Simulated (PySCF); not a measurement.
**BiBr₃: from structure and modes to constants**

Computed with PBE in PySCF with Bi def2-SVP with ECP60, Br def2-SVP; scalar-relativistic core potentials, no spin–orbit coupling; density-fitted integrals.

The singlet minimum has C3v symmetry. Masses (u): Bi 208.98038, Br 78.91834.

```xyz
4
charge 0 multiplicity 1, angstrom
Bi    0.0000    0.0000   -0.6392
Br    2.3483    0.0000    0.5629
Br   -1.1742    2.0337    0.5629
Br   -1.1741   -2.0337    0.5629
```

Harmonic wavenumbers (cm⁻¹): 58.2 (e, ×2), 70.8 (a1, ×1), 213.0 (e, ×2), 217.3 (a1, ×1).

Question: Find the principal moments of inertia and the rotational constants. What kind of rotor is it?

Answer: About the centre of mass I = 813.2, 813.2, 1305.6 u Å². With B = 16.8576/I this gives 0.02073, 0.02073, 0.01291 cm⁻¹. The molecule is an oblate symmetric top.

Question: What is the harmonic zero-point energy?

Answer: Half the sum of all 6 wavenumbers, 831/2 = 415 cm⁻¹, which is 5.0 kJ/mol (1 cm⁻¹ = 0.0119627 kJ/mol).

Question: Find the vibrational entropy and heat capacity at 298.15 K.

Answer: With u = 1.43878 ω/T, each mode gives S = R[u/(eᵘ−1) − ln(1−e⁻ᵘ)] and C = R u² eᵘ/(eᵘ−1)².
```json
{"ω (cm⁻¹)": "58.2 (×2)", "u": "0.281", "S (J/(mol K))": "18.90", "C (J/(mol K))": "8.26"}
{"ω (cm⁻¹)": "70.8", "u": "0.342", "S (J/(mol K))": "17.28", "C (J/(mol K))": "8.23"}
{"ω (cm⁻¹)": "213.0 (×2)", "u": "1.028", "S (J/(mol K))": "8.44", "C (J/(mol K))": "7.62"}
{"ω (cm⁻¹)": "217.3", "u": "1.049", "S (J/(mol K))": "8.29", "C (J/(mol K))": "7.59"}
```
The sums over all modes are S = 80.2 and C = 47.6 J/(mol K); the softest mode gives 24 % of the entropy (each member, where degenerate).

Spin–orbit coupling, left out here, can matter for elements this heavy.
